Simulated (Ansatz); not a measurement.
Cu(AsH3)H (CuAsH₄), relaxed as a singlet with RKS B3LYP-D4/def2-TZVP in Ansatz, starting from the GFN2-xTB geometry. Force threshold 0.02 eV/Å.

The relaxation made no stability test and no search for a lower SCF solution.

Start:

```xyz
6

Cu    1.088   -1.198    0.699
As   -0.378    0.436   -0.252
H    -0.506    0.687   -1.709
H    -0.334    1.888    0.055
H    -1.850    0.387   -0.071
H     1.979   -2.200    1.278
```

Estimate the energy that the relaxation releases and the steps that it takes.

7.9 kJ/mol, in 6 steps; 8.5 s on 4 threads of Arm Neoverse V1 on a shared host. The force fell under the threshold at step 5, but the optimiser went on. No frequencies were taken in this run, so the end may be a saddle point.

Does the start keep its bonding?

By distances, no bond broke or formed. The bond that changes most is Cu1–H6, from 1.46 to 1.51 Å (atoms count from 1).

Predict the relaxed structure.


```xyz
6

Cu    1.058   -1.164    0.678
As   -0.407    0.450   -0.262
H    -0.466    0.651   -1.759
H    -0.276    1.911    0.105
H    -1.899    0.347   -0.041
H     1.989   -2.195    1.278
```
Bond lengths: 1 × As–Cu 2.37 Å; 3 × As–H 1.51 Å; 1 × Cu–H 1.51 Å.
